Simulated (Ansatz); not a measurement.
Mulliken charges of C$_{2}$H$_{3}$Sn, SMILES `C#[C][SnH2]` radical from r2SCAN/def2-TZVPP in Ansatz (PBE0-D4/def2-TZVP geometry).

```tsv
atom	x (Å)	y (Å)	z (Å)	charge (e)
C1	-0.393	-1.830	-0.172	-0.142
C2	-0.048	-0.680	-0.028	-0.436
Sn3	0.721	1.225	0.300	0.579
H4	-0.716	-2.837	-0.308	0.208
H5	0.814	2.020	-1.216	-0.105
H6	-0.336	2.038	1.378	-0.105
```

Question: By hand: the dipole of these point charges (1 e Å = 4.8032 D).

Answer: Σ q r = (0.295, 0.249, 0.129) e Å, of length 0.407 e Å = 1.95 D.

Question: How does the dipole of the full density compare? (Estimate.)

Answer: Computed: (0.072, 0.007, 0.032) e Å, 0.38 D; the point charges give 5.13 times that, at 33° from its direction.

Point charges leave out the atoms' own dipoles, such as those of lone pairs, and Mulliken's split depends on the basis, so the two needn't agree.
